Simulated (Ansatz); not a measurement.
Consider the substitution at a C–O bond: `C=[C](O)[GaH2]` + H–F → `C=[C](F)[GaH2]` + H₂O.

Gas-phase electronic energies from Ansatz, PBE0-D4/def2-TZVP geometries. CCSD(T)/CBS is the MP2 limit (def2-TZVPP, def2-QZVPP) plus CCSD(T) − MP2 in def2-TZVPP, frozen cores. This one scheme is used for every species. DFT in def2-TZVPP. B3LYP here is the variant with VWN-RPA as its local correlation; programs differ in this. HSE06 is defined as in plane-wave codes. For Ga outer-core shells are correlated without core-valence functions, which leaves a few kJ/mol of doubt a bond. Scalar relativity is left out up to krypton. One conformer a species, not always the lowest.

```
             level  ΔE (kJ/mol)  difference from CCSD(T)/CBS
       LDA (SPW92)         15.5                          4.5
         revPBE-D4         11.9                          0.9
          HSE06-D4         10.7                         -0.3
          BHLYP-D4          4.8                         -6.2
          PBE-QIDH         11.6                          0.6
             B3LYP          2.5                         -8.5
           r2SCAN0          7.9                         -3.1
           LC-ωPBE          5.2                         -5.8
     CCSD/def2-SVP          6.7                         -4.3
SCS-MP2/def2-TZVPP         10.0                         -1.0
       CCSD(T)/CBS         11.0                            0
```

Largest T1 diagnostic among the species: 0.013.

Leaving LDA and LC-ωPBE aside and taking each functional with its dispersion term where it has one, the values, not all of them listed here, spread over 8.2 kJ/mol, from B97M-V to revPBE-D4. LDA lies +7.5 kJ/mol from PBE without D4. The D4 term adds +3.6 kJ/mol with B3LYP and +1.9 kJ/mol with PBE0; it sums over pairs of atoms, weighted by their polarisabilities, and B3LYP, whose exchange is more repulsive, gets the larger term.
